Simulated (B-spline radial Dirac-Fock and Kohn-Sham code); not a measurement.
## Pd: eigenvalues, ΔSCF and the reference

System: the free palladium atom in the configuration [Kr] 4d9 5p1 (not the ground configuration).

The density-functional columns are spherical, spin-unpolarised Dirac-Kohn-Sham results without Breit or QED terms: −ε is minus the orbital energy of the initial state and ΔSCF the difference of two total energies. The reference in the last column comes from Dirac-Fock ΔSCF + Breit + QED. All numbers are from a radial atomic solver, in eV; a selection of levels is shown. The Kohn-Sham columns are given as differences from the reference. For the 1s level of heavy atoms much of the gap between ΔSCF and the reference is the Breit and QED part, -73.1 eV here; for other levels the error of the functional can be larger.

```csv
level,LDA −ε − DF,LDA ΔSCF − DF,Dirac-Fock
1s,-235.5,+65.6,24361.7
2s,-95.5,-45.3,3622.5
2p1/2,-69.4,-6.4,3343.4
2p3/2,-71.4,-11.7,3186.3
3s,-45.1,-29.3,684.8
3p1/2,-34.6,-18.4,574.4
3p3/2,-34.3,-18.5,546.3
3d3/2,-17.8,-0.6,352.1
4s,-14.7,-8.1,105.3
4p1/2,-10.1,-3.8,69.66
4p3/2,-10.3,-4.0,65.25
4d,-3.2,+2.1,11.86
5p,-1.4,+0.8,3.25
```

Values without a named source are computed, but for edge energies of neutral atoms, which are taken from tables.
